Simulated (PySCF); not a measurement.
A structure optimised at PBE0-D3(BJ)/def2-SVP, used in a PySCF frequency run:

```
Si
O 1 1.6441
H 2 0.9620 1 118.54
O 1 1.6441 2 109.75 3 -50.78
H 4 0.9620 1 118.54 2 -171.48
O 1 1.6441 2 109.75 3 -171.48
H 6 0.9620 1 118.54 2 -50.78
Si 1 2.3253 2 109.19 3 68.87
F 8 1.6121 1 112.35 2 -161.62
F 8 1.6121 9 106.45 1 -123.37
F 8 1.6121 9 106.45 10 -113.26
```

Problem. Write its SMILES, formula and point group.

Solution. O[Si](O)(O)[Si](F)(F)F, F₃H₃O₃Si₂, C3

Problem. What are its rotational constants (standard atomic weights)?

Solution. 1.9628, 0.95414, 0.95414 GHz
